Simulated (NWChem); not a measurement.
System: Si$_{2}$N$_{2}$H$_{8}$; SMILES N[SiH2][SiH2]N

Parts of the log:

```
             Northwest Computational Chemistry Package (NWChem) 7.3.0
             --------------------------------------------------------

                             Geometry "geometry" -> ""
                             -------------------------

 Output coordinates in angstroms (scale by  1.889725989 to convert to a.u.)

  No.       Tag          Charge          X              Y              Z
 ---- ---------------- ---------- -------------- -------------- --------------
    1 Si                  14.0000    -0.56806400    -1.22877500    -0.20927800
    2 N                    7.0000     0.99897100    -1.74765000     0.32080000
    3 Si                  14.0000    -0.49740500     1.07347800     0.24149300
    4 N                    7.0000     1.10756300     1.55910500    -0.26418000
    5 H                    1.0000    -1.65401000    -1.93750300     0.53995100
    6 H                    1.0000    -0.87098800    -1.45755200    -1.66865400
    7 H                    1.0000     1.74142500    -1.05663200     0.26688600
    8 H                    1.0000     1.34464300    -2.68731400     0.16509100
    9 H                    1.0000    -1.64116800     1.81626500    -0.39479400
   10 H                    1.0000    -0.57233900     1.34513100     1.71063000
   11 H                    1.0000     1.33662200     1.47263000    -1.24997500
   12 H                    1.0000     1.47244400     2.43812500     0.09070700

 Effective nuclear repulsion energy (a.u.)     225.2075841735

  xc_inp: hfexch multiplicative factor not found.

                                 NWChem DFT Module
                                 -----------------

 Summary of "ao basis" -> "ao basis" (spherical)
 ------------------------------------------------------------------------------
       Tag                 Description            Shells   Functions and Types
 ---------------- ------------------------------  ------  ---------------------
 Si                          6-31g*                  8       18   4s3p1d
 N                           6-31g*                  6       14   3s2p1d
 H                           6-31g*                  2        2   2s

            General Information
            -------------------
          SCF calculation type: DFT
          Wavefunction type:  closed shell.
          No. of atoms     :    12
          No. of electrons :    50
           Alpha electrons :    25
            Beta electrons :    25
          Charge           :     0
          Spin multiplicity:     1
          Use of symmetry is: off; symmetry adaption is: off
          Maximum number of iterations: 150
          AO basis - number of functions:    80
                     number of shells:    44
          Convergence on energy requested:  1.00D-06
          Convergence on density requested:  1.00D-05
          Convergence on gradient requested:  5.00D-04

              XC Information
              --------------
                     Hartree-Fock (Exact) Exchange  1.000

      Superposition of Atomic Density Guess
      -------------------------------------

 Sum of atomic energies:        -690.20795185

      Non-variational initial energy
      ------------------------------

 Total energy =    -691.953496
 1-e energy   =   -1400.354164
 2-e energy   =     483.193084
 HOMO         =      -0.294283
 LUMO         =       0.016155

     ---------------------------------------------
      Total Density - Mulliken Population Analysis
     ---------------------------------------------

[...]

                     NWChem Electrostatic Potential Fit Module
                     -----------------------------------------

 Atom parameters

 Number of atoms is                                   12
 Number of basis functions is                         80

 Grid parameters

 Maximum number of grid points is                  50473
 Number of grid points is                          50472
 Grid range                                     0.300000 nm
 Grid spacing                                   0.020000 nm
 Probe radius                                   0.070000 nm
 Atom radius factor                             1.000000

 Atomic radii

    1    0.100000
    7    0.140000
   14    0.187000
 FASTESP  F
  using M.O. file = ./job.movecs

    Atom              Coordinates                           Charge

                                                  ESP

    1 Si   -0.056806   -0.122878   -0.020928    0.633006
    2 N     0.099897   -0.174765    0.032080   -0.951657
    3 Si   -0.049741    0.107348    0.024149    0.559901
    4 N     0.110756    0.155911   -0.026418   -0.820794
    5 H    -0.165401   -0.193750    0.053995   -0.180329
    6 H    -0.087099   -0.145755   -0.166865   -0.193180
    7 H     0.174143   -0.105663    0.026689    0.298418
    8 H     0.134464   -0.268731    0.016509    0.380472
    9 H    -0.164117    0.181627   -0.039479   -0.198616
   10 H    -0.057234    0.134513    0.171063   -0.149699
   11 H     0.133662    0.147263   -0.124998    0.305534
   12 H     0.147244    0.243813    0.009071    0.316943
                                            ------------
                                               -0.000000

 Dipole moment                                  0.779087

 Quadrupole moment Qxx                         -0.865379
                   Qyy                          5.898875
                   Qzz                         -5.033496

 RMS deviation kJ/mol                           0.068291

 RRMS %                                        39.894781
```

Level: Hartree-Fock/6-31G* (spherical d). Coordinates come from a PBE0/def2-SVP optimisation.

### Question
Which NWChem input produces such a log?

### Answer
This is not unique; one that fits is the input that was run:
```
start job
memory heap 200 mb stack 900 mb global 1100 mb
geometry units angstroms noautosym nocenter noautoz
  Si    -0.568064    -1.228775    -0.209278
  N      0.998971    -1.747650     0.320800
  Si    -0.497405     1.073478     0.241493
  N      1.107563     1.559105    -0.264180
  H     -1.654010    -1.937503     0.539951
  H     -0.870988    -1.457552    -1.668654
  H      1.741425    -1.056632     0.266886
  H      1.344643    -2.687314     0.165091
  H     -1.641168     1.816265    -0.394794
  H     -0.572339     1.345131     1.710630
  H      1.336622     1.472630    -1.249975
  H      1.472444     2.438125     0.090707
end
basis spherical
  * library 6-31g*
end
dft
  xc hfexch
  iterations 150
  mulliken
end
task dft energy
esp
  recalculate
  probe 0.07
  range 0.3
  factor 1.0
  spacing 0.02
end
task esp
```
